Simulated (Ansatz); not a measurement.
C2H7BO can be A, `CBCO`, or B, `CCBO`.

Gas-phase electronic energies from Ansatz, PBE0-D4/def2-TZVP geometries. CBS: MP2 limit from def2 TZ/QZ plus the TZ coupled-cluster correction, frozen cores. DFT in def2-TZVPP. B3LYP here is the variant with VWN-RPA as its local correlation; programs differ in this. One conformer a species, not always the lowest.

A:

```xyz
11

C     0.3902   -0.5028   -1.4752
B    -0.1702   -0.4694   -0.0244
C    -0.0478    0.7883    0.8785
O    -0.5808    0.7382    2.1876
H    -0.4135   -0.7549   -2.1776
H     0.8684    0.4201   -1.8101
H     1.1108   -1.3241   -1.5727
H    -0.7169   -1.4513    0.4165
H    -0.5022    1.6330    0.3310
H     1.0222    1.0565    0.9294
H    -0.9602   -0.1335    2.3170
```

B:

Z-matrix (Å, degrees):
```
C
C 1 1.528
H 1 1.093 2 111.4
H 1 1.092 2 111.9 3 120.3
H 1 1.093 2 111.0 3 -119.3
B 2 1.569 1 114.3 3 64.5
H 2 1.098 1 110.4 3 -62.4
H 2 1.101 1 108.7 3 -177.6
O 6 1.355 2 123.5 1 -141.1
H 6 1.202 2 121.4 1 40.3
H 9 0.962 6 113.1 2 1.8
```

Which is lower in electronic energy at CCSD(T)/CBS, and by how much? (Estimate.)

The calculation gave: B, by 186.8 kJ/mol.

Give E(B) − E(A) in kJ/mol with HF/def2-TZVPP, CCSD(T)/def2-SVP, PBE-D4, B3LYP-D4, BLYP-D4, CCSD/def2-TZVPP, LDA (SPW92). (An estimate is asked.)

Computed: HF/def2-TZVPP -184.9, CCSD(T)/def2-SVP -206.9, PBE-D4 -176.9, B3LYP-D4 -181.4, BLYP-D4 -179.2, CCSD/def2-TZVPP -187.9, LDA (SPW92) -179.3. None reverses the order clearly.

Does the order hold for the free energy at 298.15 K (harmonic terms from PBE0-D4)? (Best estimate.)

The calculation gave: Yes: G(B) − G(A) = -174.9 kJ/mol, for one conformer each. Modes under 60 cm⁻¹, often nearly free rotors, make the harmonic entropy too high.

Largest T1 diagnostic: 0.011.

At CCSD(T), def2-SVP lies −20.1 kJ/mol from the extrapolated value and def2-TZVPP −1.8 kJ/mol. From BLYP to BHLYP (50 % exact exchange), in def2-TZVPP and without D4, E(B) − E(A) moves by −5.6 kJ/mol.
